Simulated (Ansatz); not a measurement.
`CBN` + `FC(F)(F)[SeH]` → `C[Se]C(F)(F)F` + `BN`  (substitution at a C–B bond)

Isolated molecules relaxed with PBE0-D4/def2-TZVP in Ansatz; ΔE leaves out vibrations. CCSD(T)/CBS adds triple-zeta CCSD(T) − MP2 to the extrapolated MP2 energy (def2 sets, frozen cores). This one scheme is used for every species. For Se outer-core shells are correlated without core-valence functions, which leaves a few kJ/mol of doubt a bond. Scalar relativity is left out up to krypton. Each species was taken in one conformer, which may not be the lowest.

```json
{"level": "MP2/def2-SVP", "ΔE (kJ/mol)": "45.2"}
{"level": "CCSD/CBS(def2)", "ΔE (kJ/mol)": "37.1"}
```

Question: What does CCSD(T)/CBS give? (Estimate.)

Answer: Ansatz gave: +35.6 kJ/mol. The listed levels differ from it by 9.6, 1.5 kJ/mol.

Largest T1 diagnostic among the species: 0.012.

At CCSD(T), def2-SVP lies +10.3 kJ/mol from the extrapolated value and def2-TZVPP −0.6 kJ/mol. Leaving LDA and LC-ωPBE aside and taking each functional with its dispersion term where it has one, the values, not all of them listed here, spread over 11.3 kJ/mol, from BLYP-D4 to B97M-V. LDA lies +7.1 kJ/mol from PBE without D4.
